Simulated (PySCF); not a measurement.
# Correlation energy of Cu⁺ (copper, charge +1)

[Ar] 3d10, closed-shell 1S. All numbers are calculated (PySCF 2.14, the spin-free X2C one-electron Hamiltonian (Gaussian nucleus), in x2c-TZVPPall (6s5p4d2f1g, 64 functions)). Frozen: [Ne]; 18 electrons correlated.

```tsv
level	correlation energy (mhartree)
CCSD	-701.70
(T)	-16.21
CCSD(T)	-717.91
```

Diagnostics: T1 = 0.013, D1 = 0.0246, largest double amplitude 0.021.

Cost of the coupled-cluster step: about 4 core-seconds, for 18 correlated electrons.

This basis was not built for core-valence correlation, so the inner-shell part is incomplete.
